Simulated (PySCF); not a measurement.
## Radial density of Fe²⁺ (iron, charge +2)

UHF, [Ar] 3d6, high-spin 5D determinant. Calculation: PySCF 2.14, in aug-cc-pVDZ (7s6p4d2f, 59 functions); the non-relativistic Hamiltonian (point nucleus).

```csv
r (bohr),4πr²ρ (e/bohr),4πr²(ρα − ρβ)
0.00104,0.1525,0.0000
0.00175,0.4159,0.0000
0.00294,1.106,0.0000
0.00494,2.821,0.0000
0.00830,6.701,0.0001
0.0140,14.14,0.0002
0.0235,24.53,0.0005
0.0395,31.11,0.0014
0.0665,26.77,0.0065
0.112,25.90,0.0434
0.188,34.80,0.2810
0.316,20.15,1.3348
0.532,14.32,3.3389
0.895,14.27,3.4238
1.51,3.518,1.3028
2.53,0.2998,0.1540
4.26,0.002849,0.0004
7.16,2.094e-05,0.0000
```
